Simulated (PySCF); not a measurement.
**How the method moves the HOMO and LUMO of `BN1[SiH2]N[SiH2]1`**

Species: BH₇N₂Si₂.
Structure used (PBE0-D3(BJ)/def2-SVP), in Å, numbered top down from 1:
```
atom  x, y, z in Å
B1    -1.2498   -0.6134    1.1137
N2    -0.2080   -0.0428    0.3690
Si3   -0.0190    1.4882   -0.5126
N4     1.5952    0.9478   -0.8977
Si5    1.4389   -0.5668   -0.0447
H6    -1.1027   -1.7043    1.6259
H7    -2.2985   -0.0159    1.2449
H8    -0.9467    1.6485   -1.6723
H9    -0.1217    2.7073    0.3436
H10    2.3508    1.3641   -1.4229
H11    2.3362   -0.7516    1.1348
H12    1.5014   -1.8011   -0.8833
```

Basis pcSseg-2 throughout (PySCF), one geometry. Geometry: PBE0-D3(BJ)/def2-SVP; no solvent, vibrations or thermal averaging.

How do the orbital energies, the gap and the dipole change with the method?

```
   method                    kind  HOMO (eV)  LUMO (eV)  gap (eV)  μ (D)  SCF cycles
    B97-2           global hybrid      -7.47      -0.69      6.78   2.42          14
     PBE0           global hybrid      -7.73      -0.72      7.00   2.44          14
 mPW1PW91           global hybrid      -7.76      -0.71      7.04   2.43          13
BHandHLYP           global hybrid      -8.94       0.12      9.06   2.32          12
CAM-B3LYP  range-separated hybrid      -9.09       0.22      9.31   2.41          12
  wB97X-D  range-separated hybrid      -9.59       1.02     10.61   2.39          13
  LC-wPBE  range-separated hybrid     -10.45       1.37     11.82   2.37          12
```

The HOMO spans 2.98 eV, from B97-2 down to LC-wPBE, and the gap runs from 6.78 eV (B97-2) to 11.82 eV (LC-wPBE). Over the methods B97-2 (21 %), PBE0 (25 %), mPW1PW91 (25 %), BHandHLYP (50 %), a straight line through the gap against the share of exact exchange rises by 0.80 eV for each 10 % (correlation coefficient 0.999). The dipole ranges from 2.32 D (BHandHLYP) to 2.44 D (PBE0). This basis has no diffuse functions.
